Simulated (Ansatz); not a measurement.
Diatomic RuF+, multiplicity 5 (lowest of 2S+1 = 1, 3, 5, 7 at CCSD(T)/def2-TZVPP on PBE0 minima; our sources give no spin for the ground state, which may be another). No spin–orbit coupling.

Constants: fifth-degree fit in 1/R to seven points, most abundant isotopes. In def2 and cc sets the state is the lowest found near the PBE0 minimum, followed along R.

Programs: Ansatz (Gaussian orbitals).  In def2 rows elements past Kr take small-core potentials, without spin–orbit coupling.

Energies at wB97X-V/def2-TZVPP:

```
R (Å)       E (hartree)
--------  -------------
1.680955  -194.33759544
1.726142  -194.34505029
1.767714  -194.34876172
1.814708  -194.35002330
1.861703  -194.34879262
1.915927  -194.34496756
1.979189  -194.33807910
```

With a reduced mass of 16.0130 u, find the minimum, the force constant and the constants.

A fifth-degree polynomial in 1/R puts the minimum at r_e = 1.8132 Å with force constant 494 N/m. Then ω_e = (1/2πc)√(k/μ) = 724 cm⁻¹ and B_e = h/(8π²cμr_e²) = 0.3202 cm⁻¹; the cubic and quartic terms give α_e = 0.0017 and ω_e x_e = 2.7 cm⁻¹.

Ansatz is a program for electronic structure.
